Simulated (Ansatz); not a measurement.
Species: 1,1,1,2-tetrafluoroethane, C2H2F4 (charge 0, singlet). 
Geometry from a B3LYP-D3(BJ)/def2-TZVP (Ansatz, a program for electronic structure) optimisation:
```xyz
8

F     -1.6811    -0.9996     0.1245
C     -1.1517     0.2566    -0.0625
C      0.3646     0.1829    -0.0217
F      0.8538    -0.6115    -0.9848
F      0.8125    -0.2755     1.1561
F      0.8677     1.4206    -0.2063
H     -1.4937     0.9174     0.7350
H     -1.4596     0.6393    -1.0362
```

Basis-set convergence of Hartree-Fock and CCSD(T) correlation energies (hartree) with Ansatz. Valence correlation only, unless marked. Spin-orbit coupling is left out. No relativistic terms.

```csv
basis,functions,E(HF),"E(corr, CCSD(T))"
cc-pVDZ,94,-474.68130,-1.05351
cc-pVTZ,208,-474.84339,-1.37805
cc-pVQZ,390,-474.88109,-1.49151
```

Extrapolating the two largest sets (X = 3 and 4) as X^-3: E(corr) = (64·(-1.49151) - 27·(-1.37805))/37 = -1.5743 Eh, an estimate of the basis-set limit. The largest set recovers 94.7 % of it, the smallest 66.9 %.
